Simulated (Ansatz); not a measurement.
Be5, relaxed as a singlet with RKS PBE/def2-TZVP in Ansatz, starting from the GFN2-xTB geometry. Force threshold 0.02 eV/Å.

The structure comes from a short search, and lower isomers may exist.

Start:

```tsv
atom	x (Å)	y (Å)	z (Å)
Be1	0.682	0.588	-1.150
Be2	0.866	-1.102	0.013
Be3	0.686	0.615	1.053
Be4	-1.003	-0.737	-0.637
Be5	-1.231	0.637	0.722
```

| step | energy (eV) | largest force component (eV/Å) | SCF passes |
| --- | --- | --- | --- |
| 1 | -1996.2342 | 1.205 | 65 |
| 2 | -1996.5838 | 0.701 | 37 |
| 3 | -1996.9745 | 0.751 | 41 |
| 4 | -1997.2570 | 1.129 | 39 |
| 5 | -1997.4462 | 0.108 | 34 |
| 6 | -1997.4482 | 0.013 | 33 |

Force components are those of the run's own axes.

End:

Cartesian coordinates in Å:
```
Be 0.387 0.632 -0.892
Be 0.524 -0.999 0.275
Be 1.056 0.844 1.057
Be -1.056 -0.844 -1.057
Be -0.912 0.367 0.618
```

Bonds formed: Be1–Be5, Be2–Be5 (atoms count from 1).

No frequencies were taken in this run, so the end may be a saddle point.

Run time 4.4 s (4 threads of Arm Neoverse V2 on a shared host).
